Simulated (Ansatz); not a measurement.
Reaction (homolysis of the Ge–Sb bond): `[GeH3][SbH2]` → `[GeH3]`• + `[SbH2]`•

Gas-phase electronic energies from Ansatz, PBE0-D4/def2-TZVP geometries. CBS: MP2 limit from def2 TZ/QZ plus the TZ coupled-cluster correction, frozen cores. DFT in def2-TZVPP. No spin–orbit coupling; open shells (•) take unrestricted orbitals. def2 core potentials past Kr. For Ge, Sb outer-core shells are correlated without core-valence functions, which leaves a few kJ/mol of doubt a bond. Scalar relativity is left out up to krypton.

```json
{"level": "BLYP", "ΔE (eV)": "2.27"}
{"level": "SCS-MP2/def2-TZVPP", "ΔE (eV)": "2.51"}
```

What does CCSD(T)/CBS give? (Best estimate.)

Computed: +2.65 eV. The listed levels differ from it by -0.38, -0.14 eV.

Largest T1 diagnostic among the species: 0.014.

From r2SCAN to r2SCAN0 (25 % exact exchange), in def2-TZVPP and without D4, ΔE moves by −0.04 eV: exact exchange takes away binding that semilocal exchange gives to molecules. At CCSD(T), def2-SVP lies −0.38 eV from the extrapolated value and def2-TZVPP −0.17 eV: correlation converges slowly with the basis, and small sets miss more of it in the bonded molecule than in its fragments. The D4 term adds +0.12 eV with B3LYP and +0.07 eV with PBE0; it sums over pairs of atoms, weighted by their polarisabilities, and B3LYP, whose exchange is more repulsive, gets the larger term.

B3LYP here is the variant with VWN-RPA as its local correlation; programs differ in this.
